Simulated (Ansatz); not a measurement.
`CC(C)[NH][Ge]([F])([F])[NH]C(C)C` → `CC[N](C)[Ge]([F])([F])[N](C)CC`  (isomerisation)

Gas-phase electronic energies from Ansatz, PBE0-D4/def2-TZVP geometries. CCSD(T)/CBS adds triple-zeta CCSD(T) − MP2 to the extrapolated MP2 energy (def2 sets, frozen cores). DFT in def2-TZVPP. For Ge outer-core shells are correlated without core-valence functions, which leaves a few kJ/mol of doubt a bond. Scalar relativity is left out up to krypton. Each species was taken in one conformer, which may not be the lowest.

`CC(C)[NH][Ge]([F])([F])[NH]C(C)C`:

Z-matrix (Å, degrees):
```
C
C 1 1.522
H 1 1.092 2 111.0
H 1 1.093 2 111.1 3 120.7
H 1 1.095 2 110.4 3 -119.7
N 2 1.460 1 112.6 3 57.4
C 2 1.519 1 111.6 3 -179.0
H 2 1.096 1 108.4 3 -60.0
Ge 6 1.790 2 122.0 1 -83.2
H 6 1.011 2 113.6 1 61.8
H 7 1.095 2 110.4 1 -62.2
H 7 1.092 2 111.0 1 57.1
H 7 1.091 2 110.8 1 178.1
F 9 1.732 6 104.6 2 175.6
N 9 1.790 6 111.5 2 -57.6
F 9 1.732 6 116.6 2 62.5
C 15 1.460 9 122.0 6 -57.5
H 15 1.011 9 115.1 6 158.0
C 17 1.522 15 112.6 9 -83.2
C 17 1.519 15 109.5 9 152.0
H 17 1.096 15 106.3 9 35.4
H 19 1.092 17 111.0 15 57.4
H 19 1.095 17 110.4 15 -62.3
H 19 1.093 17 111.1 15 178.1
H 20 1.092 17 111.0 15 -177.5
H 20 1.095 17 110.4 15 63.2
H 20 1.091 17 110.8 15 -56.5
```

`CC[N](C)[Ge]([F])([F])[N](C)CC`:

Z-matrix (Å, degrees):
```
C
C 1 1.519
H 1 1.092 2 111.9
H 1 1.092 2 110.5 3 -120.7
H 1 1.093 2 110.2 3 119.6
N 2 1.452 1 113.0 3 60.8
H 2 1.092 1 109.1 3 -178.3
H 2 1.100 1 109.7 3 -61.7
Ge 6 1.789 2 121.3 1 127.2
C 6 1.446 2 115.8 1 -72.4
F 9 1.733 6 105.5 2 -26.8
N 9 1.792 6 112.4 2 -153.8
F 9 1.733 6 115.7 2 84.9
H 10 1.092 6 110.3 2 -175.5
H 10 1.095 6 111.4 2 65.3
H 10 1.099 6 111.7 2 -55.5
C 12 1.453 9 119.0 6 48.3
C 12 1.448 9 120.5 6 -157.5
C 17 1.519 12 113.2 9 -134.9
H 17 1.094 12 108.4 9 -13.8
H 17 1.101 12 110.0 9 102.3
H 18 1.090 12 110.2 9 20.6
H 18 1.099 12 111.8 9 -100.0
H 18 1.094 12 111.0 9 139.4
H 19 1.092 17 110.8 12 58.5
H 19 1.092 17 111.8 12 -62.2
H 19 1.093 17 110.2 12 178.3
```

| level | ΔE (kJ/mol) |
| --- | --- |
| ωB97X-V | 82.0 |
| ωB97M-V | 85.7 |
| PBE0 | 84.8 |
| HF/def2-SVP | 73.7 |
| MP2/def2-SVP | 79.6 |
| CCSD/def2-TZVPP | 85.1 |
| HF/def2-QZVPP | 87.5 |
| MP2/CBS(def2) | 89.9 |

Q: What does CCSD(T)/CBS give? (An estimate is asked.)

A: The calculation gave: +86.9 kJ/mol. The listed levels differ from it by -4.9, -1.2, -2.1, -13.2, -7.3, -1.8, 0.6, 3.0 kJ/mol.

Largest T1 diagnostic among the species: 0.011.

The D4 term adds −3.1 kJ/mol with B3LYP and −1.9 kJ/mol with PBE0; it sums over pairs of atoms, weighted by their polarisabilities, and B3LYP, whose exchange is more repulsive, gets the larger term. At CCSD(T), def2-SVP lies −12.4 kJ/mol from the extrapolated value and def2-TZVPP −2.9 kJ/mol.

B3LYP here is the variant with VWN-RPA as its local correlation; programs differ in this.
